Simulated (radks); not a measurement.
Values are calculated unless marked as measured or tabulated.
Question: Fe, configuration [Ar] 3d6 4s2. Level of theory: scalar-relativistic Kohn-Sham, PBE, spin-polarised, spherical densities, finite nucleus; open shells are filled with parallel spins first; Fermi nuclear charge, rms radius 3.7377 fm; hard spherical wall at 10 bohr (a radial shooting solver on a logarithmic mesh with Libxc functionals). Some entries of the table are withheld. Estimate them.

| orbital | occ. | eigenvalue (hartree) | <1/r> (bohr^-1) |
|---|---|---|---|
| 1s down | 1 | -257.1801 | 25.98 |
| 1s up | 1 | -257.1799 | 25.98 |
| 2s up | 1 | -30.13143 | 5.555 |
| 2s down | 1 | -30.06324 | 5.563 |
| 2p up | 3 | -25.66697 | 5.450 |
| 2p down | 3 | -25.61533 | 5.458 |
| 3s up | 1 | -3.51055 | 1.749 |
| 3s down | 1 | -3.35319 | 1.741 |
| 3p up | 3 | -2.26126 | 1.608 |
| 3p down | 3 | -2.10718 | 1.598 |
| 3d up | 5 | -0.32566 | 1.224 |
| 4s up | 1 | -0.20600 | (1) |
| 3d down | 1 | -0.19038 | 1.162 |
| 4s down | 1 | -0.17737 | (2) |
| 4p up | 0 | -0.04986 | (3) |
| 4p down | 0 | -0.03868 | (4) |
| 5s up | 0 | (5) | 0.2236 |
| 5s down | 0 | (6) | 0.2252 |
| 4d up | 0 | 0.08974 | 0.2062 |
| 4d down | 0 | 0.09145 | 0.2133 |

Answer: 
(1) 4s up <1/r> (bohr^-1): 0.4480
(2) 4s down <1/r> (bohr^-1): 0.4182
(3) 4p up <1/r> (bohr^-1): 0.3200
(4) 4p down <1/r> (bohr^-1): 0.2979
(5) 5s up eigenvalue (hartree): 0.05735
(6) 5s down eigenvalue (hartree): 0.06328
